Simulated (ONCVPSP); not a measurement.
# What one change does to a pseudopotential (zirconium (Zr), ONCV)

```json
{
  "Element": "Zr (Z = 40)",
  "Generator": "ONCVPSP 4.0.1",
  "Type": "optimised norm-conserving Vanderbilt (ONCV)",
  "Functional": "revPBE",
  "Relativity": "fully relativistic",
  "Frozen core": "[Ar] 3d10",
  "Valence charge": "12",
  "Reference configuration": "4s2 4p6 4d2 5s2",
  "Partial waves": "4s+5s: rc 2.25 bohr, ncon 4, nbas 7, qcut 6.4 1/bohr, 3 projectors, debl 1.4 Ha; 4p: rc 2.15 bohr, ncon 4, nbas 7, qcut 6.4 1/bohr, 3 projectors, debl 2.1 Ha; 4d: rc 2.00 bohr, ncon 4, nbas 8, qcut 4.7 1/bohr, 2 projectors, debl 3.5 Ha",
  "Local potential": "polynomial inside 1.30 bohr (lpopt 5, dvloc0 1 Ha)",
  "Core correction": "Teter function fitted to the true core (icmod 2), fcfact 0.2"
}
```

Open shells are filled in proportion to 2j + 1.

All-electron outer shells of the reference configuration (revPBE, scalar-relativistic, ld1.x):

| shell | level (eV) | outermost node (bohr) | outermost maximum (bohr) |
| --- | --- | --- | --- |
| 3d | -174.67 | – | 0.35 |
| 4s | -54.49 | 0.55 | 1.08 |
| 4p | -32.46 | 0.56 | 1.17 |
| 5s | -4.39 | 1.47 | 3.15 |
| 4d | -3.57 | 0.58 | 1.59 |

Change: s: qcut 7.1.

Cutoffs: the cutoffs (Ha) at which the residual kinetic energy of the hardest occupied pseudo-wave falls to 1 and 0.1 mHa per electron; they do not see the model core or the augmentation charge, which bear on the density cutoff. Errors are all-electron minus pseudo energies relative to the spin-unpolarised reference configuration.

Task: How do hardness, ghosts and transferability respond?

Result: The potential gets neither clearly harder nor softer (16 Ha and 53 Ha → 16 Ha and 53 Ha); the d channel sets the loose cutoff, while the largest relative change is in s, which becomes harder; of the 4 tests that both files solve, the error grows in 0 and shrinks in 2 by more than 15 % and 0.3 meV (median size 6.1 → 5.4 meV); neither file shows a bound ghost.

```tsv
quantity	base	changed
cutoff, loose	16 Ha	16 Ha
cutoff, tight	53 Ha	53 Ha
loose cutoff by channel	s 11 Ha, p 11 Ha, d 16 Ha	s 13 Ha, p 11 Ha, d 16 Ha
bound ghosts	none	none
GHOST(+) flags under 300 eV	s at 266.4 eV	s at 268.5 eV
error for 4s2 4p6 4d2 5s1, meV [ΔE 7.07 eV]	-0.9	-0.7
error for 4s2 4p6 4d2 5s0, meV [ΔE 19.86 eV]	-5.9	-4.6
error for 4s2 4p6 4d1 5s0, meV [ΔE 42.41 eV]	+6.3	+6.5
error for 4s2 4p6 4d3 5s0, meV [ΔE 7.40 eV]	-8.2	-6.2
s: phases at 2.28 bohr within 0.05 rad from the reference energy up to (Ha; the scan ends near 5)	to the end of the scan	to the end of the scan
p3/2: phases at 2.19 bohr within 0.05 rad from the reference energy up to (Ha; the scan ends near 5)	to the end of the scan	to the end of the scan
p1/2: phases at 2.19 bohr within 0.05 rad from the reference energy up to (Ha; the scan ends near 5)	to the end of the scan	to the end of the scan
d5/2: phases at 2.03 bohr within 0.05 rad from the reference energy up to (Ha; the scan ends near 5)	to the end of the scan	to the end of the scan
d3/2: phases at 2.03 bohr within 0.05 rad from the reference energy up to (Ha; the scan ends near 5)	to the end of the scan	to the end of the scan
rms error of d²Exc/dni dnj with the model core, mHa	3.51	3.63
```

Base: The cutoffs count occupied waves only; projector 2 of the d channel, the hardest unoccupied one, needs 43 Ha at the loose tolerance. Changed file: The cutoffs count occupied waves only; projector 2 of the d channel, the hardest unoccupied one, needs 43 Ha at the loose tolerance.
